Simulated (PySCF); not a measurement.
W(NH)2(F)(Cl) (ClFH₂N₂W), SMILES [NH]=[W](=[NH])([F])[Cl], multiplicity 1.

Geometry optimised at B3LYP-D3(BJ)/def2-SVP. The multiplicity is an assumed one; no other spin state was optimised. The structure was generated by enumeration; whether it is a known compound was not checked. The def2 effective core potentials stand for the cores of W; spin–orbit coupling is left out.

Method: PySCF with CAM-B3LYP/def2-TZVP.

Symmetry labels are those of the subgroup Cs that the program uses (full group Cs).

Computed valence orbital energies around the gap with their symmetry:
| orbital | symmetry | energy (eV) |
|---|---|---|
| HOMO−7 | A" | -14.12 |
| HOMO−6 | A' | -12.79 |
| HOMO−5 | A" | -11.89 |
| HOMO−4 | A' | -11.63 |
| HOMO−3 | A' | -10.91 |
| HOMO−2 | A" | -10.33 |
| HOMO−1 | A' | -10.06 |
| HOMO | A" | -9.58 |
| LUMO | A' | -1.05 |
| LUMO+1 | A" | -0.19 |
| LUMO+2 | A' | 0.03 |
| LUMO+3 | A' | 0.49 |
